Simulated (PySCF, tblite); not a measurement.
Species: C₂H₉FSSi₂.
Cartesian coordinates in Å at the GFN2-xTB level; atoms count from 1:
```xyz
15
C2H9FSSi2 angstrom
F     -1.329   -0.428   -1.864
C     -1.445   -0.907   -0.578
C     -0.418   -0.252    0.327
Si    -0.795    1.617    0.550
Si     1.322   -0.601   -0.345
S      2.685    0.010    1.206
H     -1.306   -1.992   -0.647
H     -2.472   -0.692   -0.263
H     -0.514   -0.729    1.307
H     -2.164    1.720    1.068
H      0.153    2.165    1.514
H     -0.691    2.281   -0.747
H      1.643    0.162   -1.544
H      1.537   -2.033   -0.560
H      3.789   -0.314    0.555
```

Method used: wB97X-D/def2-SVPD in PySCF (dipole) on a GFN2-xTB geometry, gas phase.

Masses are those of the commonest isotopes; rigid-rotor values at the optimised geometry. The values belong to one conformer with, in the numbering `[F:1][CH2:2][C@H:3]([SiH3:4])[SiH2:5][SH:6]`, F1–C2–C3–Si4 67°, C2–C3–Si5–S6 -169°, C3–Si5–S6–H 180°.

Give the principal moments of inertia and the rotational constants in MHz.

Ia = 199.59, Ib = 460.06, Ic = 597.26 u·Å²; 505379 MHz·u·Å²/I gives A = 2532, B = 1099, C = 846.2 MHz.

Classify the top.

An asymmetric top: κ = (2 × 1099 − 2532 − 846.2)/(2532 − 846.2) = -0.70.

Is it planar, by Δ = Ic − Ia − Ib?

Not planar: Δ = Ic − Ia − Ib = -62.39 u·Å². For a rigid frame Δ = −2 Σ m c², so Σ m c² = 31.19 u·Å² lies off the ab plane: 12.05 from hydrogen and 19.15 from heavier atoms. The atom farthest from that plane is 1.68 Å away.

Where do the levels up to J = 4 lie, in cm⁻¹?

Above 0(0,0):
J = 1: 1(0,1) 0.0649, 1(1,1) 0.1127, 1(1,0) 0.1211
J = 2: 2(0,2) 0.1936, 2(1,2) 0.2340, 2(1,1) 0.2593, 2(2,1) 0.4027, 2(2,0) 0.4037
J = 3: 3(0,3) 0.3842, 3(1,3) 0.4154, 3(1,2) 0.4658, 3(2,2) 0.5973, 3(2,1) 0.6023, 3(3,1) 0.8581, 3(3,0) 0.8581
J = 4: 4(0,4) 0.6343, 4(1,4) 0.6562, 4(1,3) 0.7398, 4(2,3) 0.8560, 4(2,2) 0.8704, 4(3,2) 1.1193, 4(3,1) 1.1199, 4(4,1) 1.4819, 4(4,0) 1.4819
Those of J = 1 are B + C, A + C and A + B.

Predict some low-J microwave lines.

The dipole components are |μa| = 0.39 D, |μb| = 0.44 D, |μc| = 1.21 D. Intensities carry the squares of the components, which stand as 0.10 : 0.13 : 1.00 (a : b : c). Some lines, for components of 0.1 D or more:

```
type  branch         J(Ka,Kc)    MHz  lower level (cm⁻¹)
   a       Q  4(2,2) ← 4(2,3)    431               0.856
   a       Q  2(1,1) ← 2(1,2)    757               0.234
   c       Q  3(1,3) ← 3(0,3)    934               0.384
   a       Q  3(1,2) ← 3(1,3)   1512               0.415
   b       Q  1(1,0) ← 1(0,1)   1686               0.065
   b       R  2(0,2) ← 1(1,1)   2425               0.113
   b       Q  4(1,3) ← 4(0,4)   3164               0.634
   c       Q  3(2,2) ← 3(1,2)   3943               0.466
   c       Q  2(2,1) ← 2(1,1)   4301               0.259
   a       R  3(0,3) ← 2(0,2)   5715               0.194
   c       R  2(1,1) ← 1(0,1)   5828               0.065
   a       R  3(2,2) ← 2(2,1)   5834               0.403
   b       Q  4(2,3) ← 4(1,4)   5990               0.656
   c       Q  4(3,2) ← 4(2,2)   7465               0.870
   b       Q  3(3,1) ← 3(2,2)   7817               0.597
   b       Q  4(3,2) ← 4(2,3)   7895               0.856
   b       R  2(2,1) ← 1(1,0)   8442               0.121
   c       R  3(2,1) ← 2(1,1)  10284               0.259
   b       Q  4(4,0) ← 4(3,1)  10854               1.120
   b       R  4(3,2) ← 3(2,1)  15501               0.602
```

Estimate the classical rotational partition function at 25 K, 100 K and 298.15 K.

Point group C1, symmetry number σ = 1; q = (√π/σ)·√((kT/h)³/(ABC)), k/h = 20836.6 MHz/K: 13700 at 25 K, 110000 at 100 K, 566000 at 298.15 K.

Its GFN2-xTB frequencies are all real (lowest 41 cm⁻¹). These are rigid-rotor constants of the computed structure; measured ground-state constants (B0) also hold zero-point vibration. A rigid rotor knows nothing of internal rotation, which can split or shift real lines.
